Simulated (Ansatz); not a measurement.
Correlation energies of C₃H₁₀O₄Ti, SMILES `C[O][Ti]([OH])([O]C)[O]C` by basis set

Cartesian coordinates in Å:
```
C -1.6303 -2.0343 -0.7909
O -1.4292 -0.7717 -0.2415
Ti -0.2681 0.5755 -0.0705
O -0.9515 2.0855 -0.8093
O 1.2268 0.1344 -0.9426
C 2.1529 0.4722 -1.9235
O 0.0846 0.8483 1.6597
C -0.0548 0.3901 2.9652
H -2.4104 -1.9922 -1.5586
H -0.7117 -2.4200 -1.2483
H -1.9513 -2.7363 -0.0138
H -1.0195 2.9622 -0.4304
H 3.1129 0.7347 -1.4653
H 1.8062 1.3240 -2.5196
H 2.3151 -0.3776 -2.5953
H -0.3065 1.2240 3.6291
H -0.8479 -0.3628 3.0404
H 0.8827 -0.0560 3.3151
```

Total charge 0; spin multiplicity 1. Correlated methods include outer-core shells of Ti, which these sets cover unevenly. Scalar relativity is left out up to krypton. All single points use the PBE0-D4/def2-TZVP geometry. It is one conformer, not always the lowest. Frozen core, restricted reference, Ansatz.

| basis | HF (Eh) | MP2 corr. | CCSD corr. | (T) | CCSD(T) total |
| --- | --- | --- | --- | --- | --- |
| def2-SVP | -1267.01624 | ? | ? | ? | ? |
| def2-TZVPP | -1267.64108 | -1.91570 | -1.94721 | ? | ? |
| def2-QZVPP | -1267.67618 | -2.06102 | – | – | – |

(1) Fill in the withheld values. (An estimate is asked.)

## Answers

(1) Computed: def2-SVP MP2 corr.: -1.49124; def2-SVP CCSD corr.: -1.53982; def2-SVP (T): -0.05646; def2-SVP CCSD(T) total: -1268.61252; def2-TZVPP (T): -0.09033; def2-TZVPP CCSD(T) total: -1269.67862.
